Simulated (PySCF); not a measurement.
Cd²⁺ (cadmium, charge +2) across methods

[Kr] 4d9 5s1, high-spin 3D determinant (an excited configuration). Calculation: PySCF 2.14, in x2c-TZVPPall; the spin-free X2C one-electron Hamiltonian (Gaussian nucleus). The B2PLYP total includes its PT2 part (frozen core); its orbital energies are those of the SCF part.

```tsv
method	E (hartree)	mean ε 4d α (eV)	mean ε 4d β (eV)	mean ε 5s α (eV)	Σ⟨r²⟩ (bohr²)	⟨S²⟩
B2PLYP	-5592.09	-40.059	-38.866	-25.176	33.16	2.001
TPSSh	-5592.42	-36.482	-35.369	-23.804	33.14	2.001
UHF	-5590.11110	-43.858	-42.447	-26.209	33.17	2.002
PBE0	-5592.30	-37.883	-36.729	-24.446	33.11	2.001
LDA	-5586.94	-35.709	-34.658	-24.052	33.20	2.000
r2SCAN	-5592.64	-36.087	-34.847	-23.867	33.09	2.001
BP86	-5593.28	-35.613	-34.571	-23.872	33.16	2.001
PBE	-5592.22	-35.508	-34.423	-23.654	33.19	2.000
```

Problem. Estimate the same row for HSE06.

Solution. E (hartree) = -5592.24; mean ε 4d α (eV) = -37.453; mean ε 4d β (eV) = -36.303; mean ε 5s α (eV) = -24.119; Σ⟨r²⟩ (bohr²) = 33.12; ⟨S²⟩ = 2.001.
